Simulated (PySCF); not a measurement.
Atom-mapped SMILES (the numbers label the heavy atoms): `[OH:1][CH2:2][c:3]1[cH:4][cH:5][cH:6][cH:7][c:8]1[F:9]`; H(Xn) means a hydrogen on atom n.

GIAO PBE0/pcSseg-1 shifts (PySCF, gas phase, non-relativistic, equivalent atoms averaged), each against references optimised in the same way as the molecule (H2O, TMS, CFCl3).

On the GFN2-xTB geometry: O1 28.1, C8 169.0, C3 136.5, C6 133.9, C4 131.8, C5 129.6, C7 120.9, C2 63.3, F9 -125.8, H(C4) 8.06, H(C6) 7.55, H(C5) 7.51, H(C7) 7.31, H(C2) 5.19, H(O1) 0.25 ppm.

Problem. What changes on the PBE0-D3(BJ)/def2-SVP geometry?

Solution. 
```csv
atoms,δ (ppm),change
O1,24.6,-3.5
C8,166.2,-2.8
C3,135.5,-1.0
C6,133.8,-0.1
C4,131.6,-0.2
C5,129.1,-0.5
C7,119.8,-1.1
C2,60.8,-2.5
F9,-120.6,+5.2
H(C4),7.86,-0.20
H(C6),7.37,-0.18
H(C5),7.33,-0.18
H(C7),7.10,-0.21
H(C2),4.86,-0.33
H(O1),-0.16,-0.41
```

Unscaled 19F shifts against computed CFCl3 carry errors that often reach 10 to 50 ppm.

Bonds between heavy atoms that differ most (equivalent bonds averaged): C8–F9 1.354 → 1.338 Å, C4–C5 1.384 → 1.394 Å, C6–C7 1.385 → 1.394 Å, C5–C6 1.384 → 1.394 Å, C3–C4 1.388 → 1.396 Å. Mean change of bonds to hydrogen: O–H -0.000 Å, C–H +0.011 Å.
